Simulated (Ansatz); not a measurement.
Basis-set extrapolation for Cl3H5N2Si2 (`N[SiH](Cl)[Si](N)(Cl)Cl`) (PBE0-D4/def2-TZVP geometry, frozen core, Ansatz 0.2.0). Multiplicity 1, RHF reference.

```json
{"": "HF", "def2-TZVPP": "-2068.529800", "def2-QZVPP": "-2068.591559"}
{"": "MP2 correlation", "def2-TZVPP": "-1.224667", "def2-QZVPP": "-1.335396"}
{"": "CCSD(T) correlation", "def2-TZVPP": "-1.353310", "def2-QZVPP": "not run"}
```

Energies in hartree. Use E(X) = E(∞) + A·exp(−7.88·√X) for Hartree–Fock and E(X) = E(∞) + B·X^(−2.97) for correlation, with X = 3 and 4, and add CCSD(T) minus MP2 of the smaller set to the MP2 limit.

Problem. What is the CCSD(T) energy at the basis-set limit?

Solution. HF limit: -2068.591559 + (-0.061759) × 0.13774 = -2068.60007. MP2 limit: -1.335396 + (-0.110729) × 0.74074 = -1.41742. Higher-order term: -1.353310 − (-1.224667) = -0.12864. Total: -2070.14613 hartree, 165.0 kcal/mol below CCSD(T)/def2-TZVPP.
